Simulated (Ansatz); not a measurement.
`Cl[SiH]1[SiH2]S1` + H–F → `F[SiH]1[SiH2]S1` + HCl at 400 K and 1 bar (ligand exchange at the Si–Cl bond).

Isolated molecules relaxed with PBE0-D4/def2-TZVP in Ansatz; ΔE leaves out vibrations. CCSD(T)/CBS adds triple-zeta CCSD(T) − MP2 to the extrapolated MP2 energy (def2 sets, frozen cores). This one scheme is used for every species.

```json
{"species": "`Cl[SiH]1[SiH2]S1`", "CCSD(T)/CBS energy (Eh)": "-1437.58844", "H − E (kJ/mol)": "106.7", "S (J/(mol·K))": "358.2"}
{"species": "H–F", "CCSD(T)/CBS energy (Eh)": "-100.39570", "H − E (kJ/mol)": "36.5", "S (J/(mol·K))": "182.2"}
{"species": "`F[SiH]1[SiH2]S1`", "CCSD(T)/CBS energy (Eh)": "-1077.61450", "H − E (kJ/mol)": "108.5", "S (J/(mol·K))": "344.8"}
{"species": "HCl", "CCSD(T)/CBS energy (Eh)": "-460.38127", "H − E (kJ/mol)": "29.6", "S (J/(mol·K))": "195.4"}
```

H − E and S are ideal-gas, rigid-rotor, harmonic terms from PBE0-D4/def2-TZVP, for one conformer and one mirror image of each species. 1 Eh = 2625.50 kJ/mol, R = 8.31446 J/(mol·K).

Question: By hand: ΔE, ΔH, ΔS and ΔG.

Answer: ΔE = (-1077.61450) + (-460.38127) − (-1437.58844) − (-100.39570) = -0.01163 Eh = -30.5 kJ/mol. Δ(H − E) = 108.5 + 29.6 − 106.7 − 36.5 = -5.1, so ΔH = -35.6 kJ/mol. ΔS = 344.8 + 195.4 − 358.2 − 182.2 = -0.2 J/(mol·K). ΔG = -35.6 − 400 × (-0.2)/1000 = -35.5 kJ/mol.

Question: By hand: the equilibrium constant, and the temperature at which ΔG would vanish if ΔH and ΔS stayed fixed.

Answer: log₁₀ K = −ΔG/(RT ln 10) = 4.6. ΔG = 0 at ΔH/ΔS = 178000 K, far beyond where these terms or the molecules hold.

The number of gas molecules stays the same, so ΔS is small and ΔH decides. A doubt of 5 kJ/mol in ΔE shifts log₁₀ K by 0.7 here. Other conformers and mirror images would add mixing entropy, several J/(mol·K) or more a flexible species. These are equilibria of isolated gas molecules and say nothing of rates. Largest T1 diagnostic: 0.014 (customary marks: 0.02 for closed shells, 0.045 for open ones).
